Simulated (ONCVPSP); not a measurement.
**An all-electron radial function and its pseudo partner (Ce)**

Columns: radius, all-electron u(r) and pseudo u(r) of the 5p shell (level -23.22 eV) of cerium in the configuration [Kr] 4d10 4f1 5s2 5p6 5d1 6s2; PBEsol, scalar-relativistic, ONCV scheme, ONCVPSP 4.0.1.

| r (bohr) | all-electron | pseudo |
| --- | --- | --- |
| 0.172 | 0.2741 | 0.0200 |
| 0.344 | -0.0990 | 0.0762 |
| 0.516 | -0.4557 | 0.1672 |
| 0.688 | -0.2678 | 0.2943 |
| 0.860 | 0.1257 | 0.4440 |
| 1.032 | 0.4817 | 0.5924 |
| 1.204 | 0.7214 | 0.7240 |
| 1.376 | 0.8452 | 0.8237 |
| 1.548 | 0.8788 | 0.8682 |
| 1.720 | 0.8517 | 0.8500 |
| 1.892 | 0.7883 | 0.7883 |
| 2.064 | 0.7068 | 0.7068 |
| 2.236 | 0.6194 | 0.6194 |
| 2.408 | 0.5338 | 0.5338 |
| 2.580 | 0.4542 | 0.4542 |
| 2.752 | 0.3828 | 0.3828 |
| 2.924 | 0.3204 | 0.3204 |
| 3.096 | 0.2666 | 0.2666 |
| 3.268 | 0.2209 | 0.2209 |
| 3.440 | 0.1823 | 0.1823 |
| 3.612 | 0.1501 | 0.1501 |
| 3.784 | 0.1232 | 0.1232 |
| 3.956 | 0.1009 | 0.1009 |
| 4.128 | 0.0825 | 0.0825 |
| 4.300 | 0.0673 | 0.0673 |
| 4.472 | 0.0549 | 0.0549 |

Q: How many radial nodes do the two functions have?

A: The all-electron 5p function has n − l − 1 = 3 (the table is too coarse to show those close to the nucleus); the pseudo-wave has 0, since the states of the same l below it are removed with the core.

Q: At about which radius was the pseudo-wave matched?

A: 2.08 bohr. The columns agree to 0.0005 from 1.89 bohr on; several derivatives are matched, so the curves merge somewhat inside the radius.

Q: Is the pseudo-wave norm-conserving?

A: Yes: the ONCV scheme keeps the norm inside the radius equal to the all-electron one, which fixes the energy derivative of the logarithmic derivative at the level.
